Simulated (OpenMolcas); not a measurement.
# 4d ions of charge +4 along the row

```
Program             : OpenMolcas
Method              : SS-CASPT2, IPEA 0.25 Eh, imaginary shift 0.1 Eh
Basis               : ANO-R2
Scalar Hamiltonian  : X2C, finite nucleus
Spin-orbit coupling : RASSI with atomic mean-field integrals over the reference wave functions, term energies averaged over their components
```

Active space: the 4d shell; CASPT2 also correlates the outermost closed s and p core shells.

B and C come from two terms' centres of gravity (d2, d8: 3P = 15B, 1G = 12B + 2C; d3, d7: 4P = 15B, 2G = 4B + 3C; d4, d6: 3G = 9B + 4C, 3H = 4B + 4C; d5: 4D = 17B + 5C, 4G = 10B + 5C, above the ground term), where all their levels are at least 80 % pure. ζ = ±2S·A comes from the whole width of the ground multiplet by E(J) = (A/2) J(J+1), where its levels are at least 85 % pure. Energies in cm-1.

```json
{"Ion": "Mo4+", "Configuration": "4d²", "Lowest level": "³F₂", "Weight (%)": "98", "B": "736", "B measured": "711", "C": "2992", "C measured": "2930", "ζ": "954", "ζ measured": "959"}
{"Ion": "Tc4+", "Configuration": "4d³", "Lowest level": "⁴F_3/2", "Weight (%)": "98", "B": "", "B measured": "", "C": "", "C measured": "", "ζ": "1093", "ζ measured": ""}
{"Ion": "Ru4+", "Configuration": "4d⁴", "Lowest level": "⁵D₀", "Weight (%)": "97", "B": "", "B measured": "", "C": "", "C measured": "", "ζ": "1387", "ζ measured": ""}
{"Ion": "Rh4+", "Configuration": "4d⁵", "Lowest level": "⁶S_5/2", "Weight (%)": "99", "B": "", "B measured": "", "C": "", "C measured": "", "ζ": "", "ζ measured": ""}
{"Ion": "Pd4+", "Configuration": "4d⁶", "Lowest level": "⁵D₄", "Weight (%)": "98", "B": "", "B measured": "", "C": "", "C measured": "", "ζ": "1698", "ζ measured": ""}
{"Ion": "Ag4+", "Configuration": "4d⁷", "Lowest level": "⁴F_9/2", "Weight (%)": "97", "B": "", "B measured": "", "C": "", "C measured": "", "ζ": "1959", "ζ measured": "2028"}
```

Measured columns use the levels in Sugar and Musgrove, J. Phys. Chem. Ref. Data 17, 155 (1988) (Mo4+); the list in Gamrath, thesis, University of Mons (2023) (Ag4+).

The computed ζ goes from 954 (Mo4+) to 1959 cm-1 (Ag4+), a factor of 2.05, rising at every step. It departs from the measured column by -3 to -1 %.

Term energies are means over components that CASPT2 splits; among the low terms the widest spread is 770 cm-1 (4d⁷ ²H, Ag4+). The CASPT2 spread within a term exceeds the gap to the next term for 4d³ ²P and 4d³ ²H, so the order of their levels is uncertain (figures for Tc4+; the like holds for Ag4+). Measured partners are found by configuration, term and J. A level has none where our copy of the source lacks it or the pairing is in doubt (some pairs that miss far off the trend of their configuration count as doubtful), and it then counts in no deviation. Only configurations of the active space appear.
